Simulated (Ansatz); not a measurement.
A structure relaxed at PBE-D4/def2-SVP in Ansatz, charge 0, doublet:

```xyz
8

Pd    1.4491    0.0259   -0.2623
Pd   -1.1822    0.5716   -0.0131
Pd    0.0464   -1.4351    1.4264
H    -1.4555   -0.8341    0.9931
H     0.7606   -1.4539   -0.1345
H    -1.2348    1.6276   -1.3735
H     2.8169   -0.6656    0.0405
H    -1.2007    2.1637   -0.6765
```

Q: Give its formula.

A: Pd3H5.

Q: Summarise the bond lengths by kind (pairs closer than 1.2 times the sum of covalent radii, bridged metal pairs left out).

A: 1 × Pd–Pd 2.70 Å; 7 × H–Pd 1.56 to 1.75 Å.

In the def2 sets Pd takes a core potential; there is no spin–orbit coupling. In the doublet, H6 and H8 lie 0.88 Å apart (atoms count from 1), so H2 has formed as a molecule. Another isomer (doublet) lies 0.05 eV lower at PBE0-D4/def2-TZVP; other spin states weren't run for this one.
